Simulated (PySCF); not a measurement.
RuOF: from structure and modes to constants

Computed with UPBE0 in PySCF with Ru def2-TZVP with ECP28, O def2-TZVP, F def2-TZVP; scalar-relativistic core potentials, no spin–orbit coupling; density-fitted integrals.

The doublet minimum has Cs symmetry. Masses (u): Ru 101.90435, O 15.99492, F 18.99840.

```xyz
3
charge 0 multiplicity 2, angstrom
Ru    0.0000    0.0856   -0.0666
O    -0.0001   -0.2830   -1.6353
F    -0.0001   -0.2200    1.7336
```

Harmonic wavenumbers (cm⁻¹): 142.2 (a', ×1), 662.4 (a', ×1), 1079.5 (a', ×1).

Q: Find the principal moments of inertia and the rotational constants. What kind of rotor is it?

A: About the centre of mass I = 2.9464, 100.33, 103.27 u Å². With B = 16.8576/I this gives 5.721, 0.168, 0.1632 cm⁻¹. The molecule is an asymmetric top with κ = -1.00.

Q: What is the harmonic zero-point energy?

A: Half the sum of all 3 wavenumbers, 1884/2 = 942 cm⁻¹, which is 11.3 kJ/mol (1 cm⁻¹ = 0.0119627 kJ/mol).

Q: Find the vibrational entropy and heat capacity at 298.15 K.

A: With u = 1.43878 ω/T, each mode gives S = R[u/(eᵘ−1) − ln(1−e⁻ᵘ)] and C = R u² eᵘ/(eᵘ−1)².
```tsv
ω (cm⁻¹)	u	S (J/(mol K))	C (J/(mol K))
142.2	0.686	11.61	8.00
662.4	3.196	1.48	3.78
1079.5	5.209	0.28	1.25
```
The sums over all modes are S = 13.4 and C = 13.0 J/(mol K); the softest mode gives 87 % of the entropy.

Q: Give the standard entropy (298.15 K, 1 bar) by its translational, rotational, vibrational and spin parts, and Cp.

A: Sackur–Tetrode with M = 136.90 u gives 170.2; rotation with symmetry number 1 gives 91.5; vibration 13.4; spin R ln 2 = 5.8. The total is 280.8 J/(mol K), and Cp = 4 R + 13.0 = 46.3 J/(mol K).

Only a few start shapes were tried, so a lower isomer may exist. Other spin states or occupations of the open shell can lie lower.
